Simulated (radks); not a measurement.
Excited configurations of Ho I: one electron is placed in a higher orbital outside [Xe] 4f11 6s1. The ground configuration is [Xe] 4f11 6s2. All-electron calculation, scalar-relativistic Kohn-Sham, BLYP, spin-polarised, spherical densities, finite nucleus; open shells are filled with parallel spins first (spin-orbit coupling, left out, can overturn this in heavy ions); Fermi nuclear charge, rms radius 5.2022 fm. Program: a radial shooting solver on a logarithmic mesh with Libxc functionals. Excitation = E - E(ground); binding = E(ion) - E, where the ion is the core of charge +1; n* = 1/sqrt(2 binding) in atomic units, and the quantum defect is n - n*.

| outer orbital | excitation (eV) | binding (eV) | n* | quantum defect | eigenvalue (eV) | <r> (bohr) |
|---|---|---|---|---|---|---|
| 5d | 2.380 | 3.710 | 1.915 | 3.085 | -0.922 | 3.831 |
| 6p | 2.402 | 3.688 | 1.921 | 4.079 | -1.823 | 5.432 |
| 6d | 4.679 | 1.411 | 3.105 | 2.895 | -0.643 | 11.75 |
| 7s | 3.925 | 2.166 | 2.506 | 4.494 | -1.257 | 9.773 |
| 7p | 4.470 | 1.621 | 2.897 | 4.103 | -0.918 | 12.45 |
| 7f | 5.567 | 0.523 | 5.098 | 1.902 | -0.304 | 39.73 |

The Delta-SCF ionisation energy is 6.090 eV (NIST Atomic Spectra Database: 6.022 eV, measured). Self-interaction in the functional shifts the binding energies and quantum defects, so they are the method's values and not measured ones. Open shells are spherical and high-spin; term and fine-structure splittings are not resolved. Spin-orbit splitting is averaged out at the scalar-relativistic level.
